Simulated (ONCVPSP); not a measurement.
## Logarithmic derivatives: K, ONCV

| Property | Result |
| --- | --- |
| Element | K (Z = 19) |
| Generator | ONCVPSP 4.0.1 |
| Type | optimised norm-conserving Vanderbilt (ONCV) |
| Functional | PW91 |
| Relativity | scalar-relativistic |
| Frozen core | [Ne] |
| Valence charge | 9 |
| Reference configuration | 3s2 3p6 4p1 |
| Partial waves | 3s: rc 2.00 bohr, ncon 5, nbas 9, qcut 6.6 1/bohr, 1 projector; 3p+4p: rc 2.55 bohr, ncon 5, nbas 8, qcut 6.5 1/bohr, 3 projectors, debl 0.6 Ha; d scattering state at 0.34 Ha: rc 2.25 bohr, ncon 3, nbas 7, qcut 4.7 1/bohr, 2 projectors, debl 0.6 Ha |
| Local potential | polynomial inside 1.95 bohr (lpopt 5, dvloc0 4 Ha) |
| Core correction | Teter function, fcfact 4, rcfact 1.2 |

The phase is arctan(r·R′/R) of the radial function R(r), unwrapped; energies in Ha, scanned from -3 to 5 Ha. A pole is an energy at which the radial function vanishes at the test radius. The pseudo phase is shifted by a multiple of π to meet the all-electron one at the reference energy, and phase errors are pseudo minus all-electron; the curves can meet again beyond the range given. Levels narrower than the energy grid can be missing from the lists of poles.

```tsv
channel	radius (bohr)	reference energy (Ha)	poles, all-electron	poles, pseudo	unbroken range about the reference energy with phases within 0.05 rad	phase error 1 Ha above the reference energy (rad)
s	2.03	-1.36	-1.03, 4.41	-1.02, 4.66	below 0.1	+0.021
p	2.59	-0.05	-0.62, 2.33	-0.62, 2.33	below 4.2	-0.000
d	2.29	0.34	0.56, 3.78	0.56, 4.18	below 4.3	+0.002
```

Phases in the s channel:

```csv
E (Ha),all-electron,pseudo
-2.98,1.228,1.233
-2.76,1.191,1.197
-2.54,1.137,1.146
-2.32,1.054,1.065
-2.10,0.901,0.918
-1.88,0.543,0.569
-1.66,-0.370,-0.348
-1.44,-1.149,-1.148
-1.22,-1.444,-1.443
-1.00,-1.586,-1.582
-0.78,-1.677,-1.669
-0.56,-1.749,-1.735
-0.34,-1.817,-1.795
-0.12,-1.890,-1.856
0.10,-1.978,-1.926
0.32,-2.096,-2.012
0.54,-2.272,-2.129
0.76,-2.555,-2.302
0.98,-2.995,-2.571
1.20,-3.508,-2.978
1.42,-3.898,-3.457
1.64,-4.138,-3.842
1.86,-4.287,-4.091
2.08,-4.386,-4.249
2.30,-4.455,-4.355
2.52,-4.507,-4.429
2.74,-4.547,-4.485
2.96,-4.580,-4.529
3.18,-4.607,-4.564
3.40,-4.631,-4.593
3.62,-4.652,-4.619
3.84,-4.670,-4.641
4.06,-4.687,-4.662
4.28,-4.704,-4.681
4.50,-4.719,-4.699
4.72,-4.734,-4.718
4.94,-4.749,-4.736
```
